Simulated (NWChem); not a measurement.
A series in which one site is exchanged, each optimised at PBE0/def2-SVP with NWChem, gas phase unless a solvent is named. All stand in one matching conformer (torsions within 35°), which need not be the lowest. For some, no frequency run checked for a minimum. def2 effective core potentials on In; no spin-orbit coupling.

A: [In]([F])([F])[SH] (InHSF2; site = In)
B: FB(F)S (BHSF2; site = B)
C: [F][Ga]([F])[SH] (GaHSF2; site = Ga)
D: [F][Al]([SH])[F] (AlHSF$_{2}$; site = Al)

| quantity | A | B | C | D |
|---|---|---|---|---|
| dipole (D), PBE0/def2-SVP | 2.56 | 1.32 | (withheld) | 1.41 |
| orbital gap (eV), PBE0/def2-SVP | 5.75 | 8.73 | (withheld) | 7.28 |
| vertical ionisation energy, ΔSCF, PBE/def2-SVP (eV) | 10.51 | 10.87 | (withheld) | 10.73 |
| lowest singlet excitation, PBE/def2-SVPD, TDA (eV) | 3.69 | 6.45 | (withheld) | 5.15 |

**Question.** Some entries are withheld; supply them.

**Answer.** 
- dipole (D), PBE0/def2-SVP, C: 2.18
- orbital gap (eV), PBE0/def2-SVP, C: 6.94
- vertical ionisation energy, ΔSCF, PBE/def2-SVP (eV), C: 10.81
- lowest singlet excitation, PBE/def2-SVPD, TDA (eV), C: 4.74
